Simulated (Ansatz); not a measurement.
Cost and result for the atomization energy of C$_{4}$H$_{9}$ClFGa (`C[C](C)(C)[Ga]([F])[Cl]`) (16 atoms, 15 bonds).

```json
{"atom": "C1", "x (Å)": "-1.325", "y (Å)": "0.664", "z (Å)": "-0.453"}
{"atom": "C2", "x (Å)": "0.005", "y (Å)": "0.029", "z (Å)": "-0.056"}
{"atom": "C3", "x (Å)": "0.518", "y (Å)": "-0.881", "z (Å)": "-1.164"}
{"atom": "C4", "x (Å)": "1.028", "y (Å)": "1.120", "z (Å)": "0.255"}
{"atom": "Ga5", "x (Å)": "-0.282", "y (Å)": "-1.014", "z (Å)": "1.601"}
{"atom": "F6", "x (Å)": "-1.014", "y (Å)": "-0.269", "z (Å)": "3.012"}
{"atom": "Cl7", "x (Å)": "0.228", "y (Å)": "-3.064", "z (Å)": "1.948"}
{"atom": "H8", "x (Å)": "-1.177", "y (Å)": "1.291", "z (Å)": "-1.342"}
{"atom": "H9", "x (Å)": "-1.729", "y (Å)": "1.302", "z (Å)": "0.337"}
{"atom": "H10", "x (Å)": "-2.082", "y (Å)": "-0.083", "z (Å)": "-0.706"}
{"atom": "H11", "x (Å)": "1.465", "y (Å)": "-1.358", "z (Å)": "-0.901"}
{"atom": "H12", "x (Å)": "0.685", "y (Å)": "-0.292", "z (Å)": "-2.074"}
{"atom": "H13", "x (Å)": "-0.194", "y (Å)": "-1.673", "z (Å)": "-1.410"}
{"atom": "H14", "x (Å)": "2.002", "y (Å)": "0.708", "z (Å)": "0.531"}
{"atom": "H15", "x (Å)": "1.179", "y (Å)": "1.740", "z (Å)": "-0.638"}
{"atom": "H16", "x (Å)": "0.695", "y (Å)": "1.781", "z (Å)": "1.060"}
```

Total charge 0; spin multiplicity 1. Correlated methods include outer-core shells of Ga, which these sets cover unevenly. Scalar relativity is left out up to krypton. All single points use the PBE0-D4/def2-TZVP geometry. Program: Ansatz. All runs use 2 threads of an AMD EPYC 7R13 on a shared host and a share of an NVIDIA H100 80 GB. Times are those of one run each, without the atoms' runs, and a repeat can differ threefold. Electronic energies, without spin–orbit coupling; frozen cores. CCSD(T)/CBS adds CCSD(T) − MP2 in def2-TZVPP to the MP2 limit, and its time is that of the two runs behind it. T1 = 0.012. With those shells the extrapolation isn't a true limit. B3LYP takes the VWN-RPA correlation (the form of Gaussian; ORCA's B3LYP/G).

CCSD(T)/CBS is a level of theory with its own doubt, some kJ/mol a heavy atom from the limit and from the frozen cores, so smaller differences don't rank the functionals.

| level | functions | wall time | atomization (kJ/mol) | difference from CCSD(T)/CBS | per bond |
| --- | --- | --- | --- | --- | --- |
| CCSD(T)/def2-SVP | 165 | 2.7 s | 5857.6 | -249.0 | -16.6 |
| LDA (SPW92)/def2-TZVPP | 371 | 3.8 s | 6927.3 | 820.7 | 54.7 |
| B2PLYP/def2-TZVPP | 371 | 3.9 s | 6024.1 | -82.5 | -5.5 |
| BLYP-D4/def2-TZVPP | 371 | 4.2 s | 6037.7 | -68.9 | -4.6 |
| PBE-D4/def2-TZVPP (with forces) | 371 | 4.5 s | 6197.8 | 91.2 | 6.1 |
| PBE0-D4/def2-TZVPP | 371 | 4.5 s | 6121.4 | 14.8 | 1.0 |
| r2SCANh-D4/def2-TZVPP | 371 | 5 s | 6091.7 | -14.9 | -1.0 |
| B3LYP-D4/def2-TZVPP (with forces) | 371 | 6 s | 6067.5 | -39.1 | -2.6 |
| ωB97X-V/def2-TZVPP | 371 | 6 s | 6105.6 | -1.0 | -0.1 |
| ωB97M-V/def2-TZVPP (with forces) | 371 | 7.5 s | 6099.1 | -7.5 | -0.5 |
| MP2/def2-QZVPP | 714 | 15 s | 6159.4 | 52.8 | 3.5 |
| CCSD(T)/def2-TZVPP | 371 | 22 s | 5980.5 | -126.1 | -8.4 |
| CCSD(T)/CBS(def2) | – | 37 s | 6106.6 | 0.0 | 0.0 |

Leaving LDA and LC-ωPBE aside and taking each functional with its dispersion term where it has one, the values, not all of them listed here, spread over 265.1 kJ/mol, from BHLYP-D4 to PBE-D4. LDA lies +770.5 kJ/mol from PBE without D4, its usual overbinding. In def2-TZVPP, CCSD(T) changes the Hartree–Fock value by +1397.5 kJ/mol (the triples alone add +83.2 kJ/mol) and MP2 by +1502.4 kJ/mol; breaking electron pairs costs correlation energy, which Hartree–Fock lacks. From r2SCAN to r2SCAN0 (25 % exact exchange), in def2-TZVPP and without D4, the atomization energy moves by −71.4 kJ/mol: exact exchange takes away binding that semilocal exchange gives to molecules.
